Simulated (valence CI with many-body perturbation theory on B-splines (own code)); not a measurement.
Nd46+: electric-dipole lines

Level of theory: relativistic CI+MBPT: four valence electrons over a frozen Dirac-Fock core [Ne], radial functions for each j: 11 s, 11 p, 10 d, 8 f, 5 g, 2 h, with the one-electron correlation potential Σ1 (screened to all orders), the two-electron term Σ2, the three-electron term Σ3, Breit, model QED; selected single and double excitations, second order for the rest, scaled by the run's own slope (own B-spline code, finite nucleus).

No measured spectrum was set against this ion. As an estimate, large intervals hold to a few tenths of a per cent, small ones and those within an open d or f shell to about a per cent. Among the levels kept, up to 590 cm⁻¹ of a level comes from second order outside the variational space, and about a tenth of that is noise between levels of different J, which matters for small intervals.

Lines 1 to 50 of 536 in falling wavelength, among levels below 65.351 Ry, chosen from the strongest by gf and those to the six lowest levels. Wavelengths and rates use the calculated energies. Electric multipoles are in the length gauge with retardation, E1 and E2 with the static RPA response of the core. Weak lines are less certain than strong ones. Lines between different terms over intervals too small for the method are left out, as are lines whose strength nearly cancels. Where a level lies close to another of its J and parity, the split of strength between their lines is uncertain. The highest levels of a list are the least certain.

Levels are named by their leading jj configuration (3d3/2^4 stands for four electrons in 3d with j = 3/2), which in mixed levels can hold well under half, so a name can repeat and another be missing. Letters in brackets count levels of one name in rising energy.

| λ vac (Å) | Upper | Lower | A (s⁻¹) | S (a.u.) with core polarisation | S without |
| --- | --- | --- | --- | --- | --- |
| 197.3 | (3s^2 3p1/2 3d3/2) J=1 | (3s^2 3p3/2^2) J=2 | 1.65e+07 | 1.87e-04 | 1.91e-04 |
| 171.8 | (3s^2 3p1/2 3d5/2) J=2 | (3s^2 3p3/2^2) J=2 | 1.03e+08 | 1.29e-03 | 1.31e-03 |
| 166.8 | (3s^2 3p1/2 3d5/2) J=3 | (3s^2 3p3/2^2) J=2 | 7.14e+07 | 1.14e-03 | 1.17e-03 |
| 128.3 | (3s 3p1/2 3p3/2 3d3/2) J=4 | (3s^2 3p3/2 3d3/2) J=3 | 4.33e+09 | 4.06e-02 | 4.14e-02 |
| 119.6 | (3s 3p1/2 3d3/2 3d5/2) J=5 | (3s^2 3d3/2 3d5/2) J=4 | 7.79e+09 | 7.24e-02 | 7.37e-02 |
| 115.2 | (3p1/2 3p3/2^2 3d5/2) J=5 | (3s 3p3/2^2 3d5/2) J=4 [b] | 9.01e+09 | 7.48e-02 | 7.62e-02 |
| 114.7 | (3s 3p1/2 3p3/2^2) J=2 [a] | (3s^2 3p3/2^2) J=2 | 5.71e+08 | 2.13e-03 | 2.17e-03 |
| 109.5 | (3s 3p1/2^2 3p3/2) J=2 | (3s^2 3p1/2 3p3/2) J=2 | 5.64e+09 | 1.83e-02 | 1.87e-02 |
| 108.0 | (3s 3p1/2 3p3/2 3d5/2) J=5 | (3s^2 3p3/2 3d5/2) J=4 | 1.11e+10 | 7.60e-02 | 7.74e-02 |
| 106.4 | (3s 3p1/2 3p3/2 3d5/2) J=4 [c] | (3s^2 3p3/2 3d5/2) J=3 | 5.54e+09 | 2.96e-02 | 3.01e-02 |
| 105.5 | (3p1/2^2 3d3/2^2) J=2 | (3s 3p1/2 3d3/2^2) J=1 [a] | 1.09e+10 | 3.17e-02 | 3.23e-02 |
| 104.7 | (3s 3p1/2 3d3/2 3d5/2) J=4 [c] | (3s^2 3d3/2 3d5/2) J=4 | 6.13e+09 | 3.12e-02 | 3.18e-02 |
| 104.6 | (3p1/2^2 3p3/2 3d5/2) J=3 | (3s 3p1/2 3p3/2 3d5/2) J=3 [d] | 7.73e+09 | 3.06e-02 | 3.12e-02 |
| 104.5 | (3s 3p1/2 3d5/2^2) J=3 [a] | (3s^2 3d5/2^2) J=2 | 1.11e+10 | 4.40e-02 | 4.48e-02 |
| 104.5 | (3s 3p1/2 3p3/2^2) J=3 | (3s^2 3p3/2^2) J=2 | 7.24e+09 | 2.86e-02 | 2.91e-02 |
| 103.8 | (3s 3p1/2 3p3/2 3d5/2) J=3 [a] | (3s^2 3p3/2 3d5/2) J=2 | 6.80e+09 | 2.63e-02 | 2.68e-02 |
| 103.7 | (3s 3p1/2 3d5/2^2) J=5 | (3s^2 3d5/2^2) J=4 | 1.33e+10 | 8.03e-02 | 8.17e-02 |
| 103.3 | (3s 3p1/2^2 3d5/2) J=3 | (3s^2 3p1/2 3d5/2) J=3 | 8.10e+09 | 3.08e-02 | 3.14e-02 |
| 103.2 | (3p1/2^2 3p3/2 3d5/2) J=4 | (3s 3p1/2 3p3/2 3d5/2) J=3 [c] | 1.11e+10 | 5.41e-02 | 5.50e-02 |
| 102.9 | (3s 3p1/2^2 3p3/2) J=2 | (3s^2 3p1/2 3p3/2) J=1 | 7.46e+09 | 2.00e-02 | 2.04e-02 |
| 101.5 | (3s 3p1/2^2 3d5/2) J=3 | (3s^2 3p1/2 3d5/2) J=2 | 1.22e+10 | 4.42e-02 | 4.49e-02 |
| 100.0 | (3p1/2 3p3/2^2 3d5/2) J=4 [b] | (3s 3p3/2^2 3d5/2) J=3 [a] | 6.57e+09 | 2.92e-02 | 2.97e-02 |
| 99.47 | (3p1/2^2 3p3/2 3d3/2) J=3 | (3s 3p1/2 3p3/2 3d3/2) J=3 [c] | 1.01e+10 | 3.45e-02 | 3.51e-02 |
| 99.47 | (3p1/2 3p3/2^2 3d5/2) J=3 [b] | (3s 3p3/2^2 3d5/2) J=2 [a] | 1.05e+10 | 3.58e-02 | 3.64e-02 |
| 99.28 | (3p1/2 3p3/2^2 3d3/2) J=4 | (3s 3p3/2^2 3d3/2) J=4 | 8.66e+09 | 3.76e-02 | 3.84e-02 |
| 99.26 | (3s 3p1/2 3d5/2^2) J=2 [b] | (3s^2 3d5/2^2) J=2 | 1.19e+10 | 2.88e-02 | 2.93e-02 |
| 97.97 | (3p1/2 3p3/2^2 3d5/2) J=2 [a] | (3s 3p3/2^2 3d5/2) J=3 [b] | 1.18e+10 | 2.75e-02 | 2.80e-02 |
| 97.75 | (3p1/2^2 3p3/2 3d3/2) J=2 | (3s 3p1/2 3p3/2 3d3/2) J=2 [c] | 1.15e+10 | 2.65e-02 | 2.70e-02 |
| 96.72 | (3p1/2 3p3/2^2 3d5/2) J=2 [c] | (3s 3p3/2^2 3d5/2) J=3 [c] | 1.29e+10 | 2.89e-02 | 2.94e-02 |
| 96.71 | (3s 3p1/2^2 3d3/2) J=2 | (3s^2 3p1/2 3d3/2) J=2 | 1.19e+10 | 2.65e-02 | 2.70e-02 |
| 95.72 | (3s 3p1/2 3d5/2^2) J=4 [b] | (3s^2 3d5/2^2) J=4 | 1.27e+10 | 4.95e-02 | 5.04e-02 |
| 95.70 | (3s 3p1/2 3p3/2 3d5/2) J=3 [d] | (3s^2 3p3/2 3d5/2) J=3 | 1.09e+10 | 3.30e-02 | 3.36e-02 |
| 95.61 | (3p1/2^2 3p3/2 3d5/2) J=4 | (3s 3p1/2 3p3/2 3d5/2) J=4 [b] | 6.73e+09 | 2.61e-02 | 2.66e-02 |
| 95.25 | (3s 3p1/2 3d3/2 3d5/2) J=3 [d] | (3s^2 3d3/2 3d5/2) J=4 | 1.26e+10 | 3.75e-02 | 3.82e-02 |
| 95.08 | (3s 3p1/2^2 3d5/2) J=2 | (3s^2 3p1/2 3d5/2) J=3 | 1.85e+10 | 3.92e-02 | 3.99e-02 |
| 95.07 | (3p1/2 3p3/2^2 3d3/2) J=3 [a] | (3s 3p3/2^2 3d3/2) J=3 [a] | 1.14e+10 | 3.39e-02 | 3.46e-02 |
| 94.50 | (3s 3p1/2 3d5/2^2) J=3 [b] | (3s^2 3d5/2^2) J=4 | 1.42e+10 | 4.13e-02 | 4.21e-02 |
| 91.87 | (3p1/2 3p3/2^3) J=2 | (3s 3p3/2^3) J=2 | 1.22e+10 | 2.33e-02 | 2.38e-02 |
| 91.43 | (3s 3p1/2^2 3p3/2) J=1 | (3s^2 3p1/2 3p3/2) J=2 | 2.21e+10 | 2.50e-02 | 2.55e-02 |
| 90.36 | (3s 3p1/2 3p3/2^2) J=1 [a] | (3s^2 3p3/2^2) J=2 | 7.25e+09 | 7.92e-03 | 8.07e-03 |
| 89.84 | (3p1/2 3p3/2^2 3d5/2) J=3 [a] | (3s 3p3/2^2 3d5/2) J=4 [a] | 2.02e+10 | 5.05e-02 | 5.14e-02 |
| 89.29 | (3s 3p1/2 3p3/2 3d3/2) J=2 [a] | (3s 3p1/2 3p3/2^2) J=3 | 1.62e+10 | 2.85e-02 | 2.91e-02 |
| 88.89 | (3s 3p1/2 3p3/2^2) J=2 [b] | (3s^2 3p3/2^2) J=2 | 1.32e+10 | 2.28e-02 | 2.33e-02 |
| 88.84 | (3p1/2 3p3/2^3) J=1 | (3s 3p3/2^3) J=2 | 2.21e+10 | 2.29e-02 | 2.33e-02 |
| 88.59 | (3p1/2^2 3d3/2^2) J=2 | (3s 3p1/2 3d3/2^2) J=3 | 3.78e+10 | 6.49e-02 | 6.61e-02 |
| 88.39 | (3p1/2 3p3/2^2 3d5/2) J=4 [b] | (3s 3p3/2^2 3d5/2) J=4 [a] | 1.68e+10 | 5.15e-02 | 5.25e-02 |
| 87.17 | (3p1/2^2 3p3/2 3d5/2) J=3 | (3s 3p1/2 3p3/2 3d5/2) J=4 [b] | 2.09e+10 | 4.78e-02 | 4.87e-02 |
| 86.85 | (3s 3p1/2 3p3/2 3d5/2) J=3 [c] | (3s^2 3p3/2 3d5/2) J=4 | 1.56e+10 | 3.53e-02 | 3.59e-02 |
| 86.74 | (3s 3p1/2^2 3p3/2) J=1 | (3s^2 3p1/2 3p3/2) J=1 | 6.45e+09 | 6.24e-03 | 6.35e-03 |
| 86.35 | (3p1/2^2 3p3/2 3d5/2) J=2 | (3s 3p1/2 3p3/2 3d5/2) J=3 [a] | 2.71e+10 | 4.31e-02 | 4.39e-02 |
